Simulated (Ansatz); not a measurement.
Molecule: NbO2, charge 0, multiplicity 2. The spin state was set by rule; other spins were not relaxed. 
Coordinates optimised at B3LYP-D3(BJ)/def2-TZVP (Ansatz, a first-principles code):
```xyz
3

Nb     0.1715    -0.1498     0.1830
O      0.6103     0.5476    -1.3190
O     -1.4894     0.2203     0.3809
```
Charge 0, spin multiplicity 2.

Basis-set convergence of Hartree-Fock and CCSD(T) correlation energies (hartree) with Ansatz. Cores are frozen in the correlated levels unless marked. Open shells are spin-unrestricted. No spin-orbit coupling. The frozen core is the preceding noble-gas configuration, with the filled d and f shells of earlier blocks. In def2 rows, elements after Kr have scalar-relativistic effective core potentials.

The UHF reference is spin-contaminated (<S^2> 0.10 over the pure value in the largest basis). 

| basis | functions | E(HF) | E(corr, CCSD(T)) |
|---|---|---|---|
| def2-SVPD | 80 | -205.97185 | -0.58240 |
| def2-TZVPPD | 136 | ? | ? |

Fill in the missing entries.


- def2-TZVPPD, E(HF): -206.17296
- def2-TZVPPD, E(corr, CCSD(T)): -0.68703
